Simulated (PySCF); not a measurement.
# A thermochemical cycle for SrCd

PBE in PySCF with def2-SVP on every atom (core potentials on Sr, Cd), for the lowest determinant that a PBE0 search found; no spin–orbit coupling. SrCd, a singlet (closed shell), has De = 0.12 eV to neutral atoms, and SrCd⁺, a doublet (σ ↑), has De = 0.46 eV to Sr⁺ + Cd.

The adiabatic ionisation energy of SrCd, between the minima, is 5.36 eV.

Question: Which ionisation energy of the Sr atom does this level give?

Answer: IE(Sr) = IE(molecule) + De(ion) − De(neutral) = 5.36 + 0.46 − 0.12 = 5.70 eV; the measured value is 5.695 eV (NIST ASD).

Closed-shell solutions of metal pairs were not tested for spin polarisation, which can lower them a little. Weak bonds: SrCd, SrCd⁺. Basis-set superposition, not corrected here, can be much of De in a small basis, most of all at correlated wavefunction levels. Spin–orbit coupling is left out. For an ion De counts to the pair picked by the measured ionisation energies or electron affinities, which need not be the lowest pair at this level. States were picked by a PBE0 search and need not be the measured ground states.
